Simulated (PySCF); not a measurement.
From one molecule to another.

First species: C₆H₇FP₂S.
InChI=1S/C6H7FP2S/c1-4-3-8-6(7)9-5(4)10-2/h3H,1-2H3

Second species: B(H2O)H3.
SMILES: `[H]B([H])([H])<-O`

Levels: wB97X-D/def2-SVPD for dipole moment, HOMO energy, LUMO energy, HOMO–LUMO gap, static isotropic polarisability and electronic spatial extent ⟨r²⟩ about the centre of nuclear charge; TDDFT wB97X-D/def2-SVPD for lowest singlet excitation; TDA wB97X-D/def2-SVPD for lowest triplet excitation (Tamm–Dancoff); PBE0-D3(BJ)/def2-SVP for rotational constant A and rotational constant C. Geometries: PBE0-D3(BJ)/def2-SVP. All species are isolated and taken at one optimised geometry, non-relativistic unless stated. Electronic properties by PySCF.

Dipoles, sizes and rotational constants follow the conformer. The torsions of the flexible species, by atom-mapped SMILES:
- `[CH3:1][S:2][c:3]1[p:4][c:5]([F:6])[p:7][cH:8][c:9]1[CH3:10]`: C1–S2–C3–P4 0°

Values for the first species:

| Property | Result |
| --- | --- |
| Dipole moment | 3.04 D |
| HOMO energy | -8.07 eV |
| LUMO energy | -0.53 eV |
| HOMO–LUMO gap | 7.54 eV |
| Lowest singlet excitation | 3.73 eV |
| Lowest triplet excitation (Tamm–Dancoff) | 2.61 eV |
| Static isotropic polarisability | 147.5 au |
| Electronic spatial extent ⟨r²⟩ about the centre of nuclear charge | 2319 bohr² |
| Rotational constant A | 1.336 GHz |
| Rotational constant C | 0.448 GHz |

**Question.** Estimate the same properties for the second species, and the change in each.

**Answer.** 
```json
{"property": "dipole moment", "first": "3.04 D", "second": "4.49 D", "second less first": "+1.45 D"}
{"property": "HOMO energy", "first": "-8.07 eV", "second": "-10.06 eV", "second less first": "-1.99 eV"}
{"property": "LUMO energy", "first": "-0.53 eV", "second": "1.04 eV", "second less first": "+1.57 eV"}
{"property": "HOMO–LUMO gap", "first": "7.54 eV", "second": "11.10 eV", "second less first": "+3.56 eV"}
{"property": "lowest singlet excitation", "first": "3.73 eV", "second": "6.61 eV", "second less first": "+2.88 eV"}
{"property": "lowest triplet excitation (Tamm–Dancoff)", "first": "2.61 eV", "second": "6.47 eV", "second less first": "+3.86 eV"}
{"property": "static isotropic polarisability", "first": "147.5 au", "second": "28.0 au", "second less first": "-119.5 au"}
{"property": "electronic spatial extent ⟨r²⟩ about the centre of nuclear charge", "first": "2319 bohr²", "second": "110 bohr²", "second less first": "-2209 bohr²"}
{"property": "rotational constant A", "first": "1.336 GHz", "second": "85.828 GHz", "second less first": "+84.492 GHz"}
{"property": "rotational constant C", "first": "0.448 GHz", "second": "17.811 GHz", "second less first": "+17.363 GHz"}
```

On the first: In wavenumbers S1 is 30000 cm⁻¹ (1 eV = 8065.54 cm⁻¹). No computed singlet falls in the visible range (750 to 380 nm, 1.65 to 3.26 eV); S1 lies 0.47 eV above its blue end.

On the second: The polarisability is 4.14 Å³ as a volume (1 au = 0.148185 Å³), or 1.55 au for each of the 18 electrons. No computed singlet falls in the visible range (750 to 380 nm, 1.65 to 3.26 eV); S1 lies 3.35 eV above its blue end.
